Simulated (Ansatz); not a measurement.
Two isomers of C2H10OSi2: A = `CC[SiH2]O[SiH3]`, B = `CC[SiH](O)[SiH3]`.

Calculated with Ansatz (gas phase, PBE0-D4/def2-TZVP geometries, no zero-point term in ΔE). CCSD(T)/CBS adds triple-zeta CCSD(T) − MP2 to the extrapolated MP2 energy (def2 sets, frozen cores). DFT in def2-TZVPP. B3LYP here is the variant with VWN-RPA as its local correlation; programs differ in this. One conformer a species, not always the lowest.

Q: Which isomer does CCSD(T)/CBS put lower? Give the gap. (Estimate.)

A: Computed: A, by 111.3 kJ/mol.

Q: Give E(B) − E(A) in kJ/mol with HF/def2-TZVPP, PBE0-D4, CCSD(T)/def2-TZVPP, MP2/def2-TZVPP, B3LYP, r2SCAN-D4, B2PLYP. (Estimate.)

A: Computed: HF/def2-TZVPP 139.6, PBE0-D4 93.2, CCSD(T)/def2-TZVPP 110.9, MP2/def2-TZVPP 118.3, B3LYP 110.9, r2SCAN-D4 103.9, B2PLYP 115.3. None reverses the order clearly.

Largest T1 diagnostic: 0.011.

In def2-TZVPP, CCSD(T) changes the Hartree–Fock value by −28.7 kJ/mol (the triples alone add −4.1 kJ/mol) and MP2 by −21.3 kJ/mol. From PBE to PBE0 (25 % exact exchange), in def2-TZVPP and without D4, E(B) − E(A) moves by +9.7 kJ/mol.
